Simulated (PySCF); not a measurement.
C4H3BF4.
SMILES with atom numbers: `[F:1][B:2]([F:3])[C:4]1=[CH:5][C:6]([F:7])([F:8])[CH2:9]1` (hydrogens: H10 on C5; H11, H12 on C9)

Torsions of this conformer, `[F:1][B:2]([F:3])[C:4]1=[CH:5][C:6]([F:7])([F:8])[CH2:9]1`: F1–B2–C4–C5 180°.

The closed-shell ground state was solved at several levels (PySCF, density fitting, gas phase, non-relativistic). Geometry: GFN2-xTB; no solvent, vibrations or thermal averaging.

| level | basis functions | total energy (Eh) | HOMO (eV) | LUMO (eV) | gap (eV) | dipole (D) |
| --- | --- | --- | --- | --- | --- | --- |
| B3LYP/def2-SVPD | 216 | -578.1315 | -8.60 | -2.56 | 6.04 | 0.62 |
| B3LYP/pcJ-1 | 273 | -578.5431 | -8.52 | -2.44 | 6.08 | 0.46 |

**Question.** What might PBE0/pcSseg-1 (168 basis functions) give for the same quantities?

**Answer.** Total energy -577.8913 Eh, HOMO -8.77 eV, LUMO -2.26 eV, gap 6.51 eV, dipole 0.45 D.

**Question.** Over all these levels, which gives the widest orbital gap and which the narrowest?

**Answer.** PBE0/pcSseg-1 (global hybrid, 25 % exact exchange) has the widest, 6.51 eV, and B3LYP/def2-SVPD (global hybrid, 20 % exact exchange) the narrowest, 6.04 eV. Functional and basis both differ between the two, so the spread mixes both effects.

**Question.** How far do the dipole and the HOMO energy spread over the levels?

**Answer.** The dipole runs from 0.45 to 0.62 D (mean 0.51 D) and the HOMO from -8.77 to -8.52 eV.
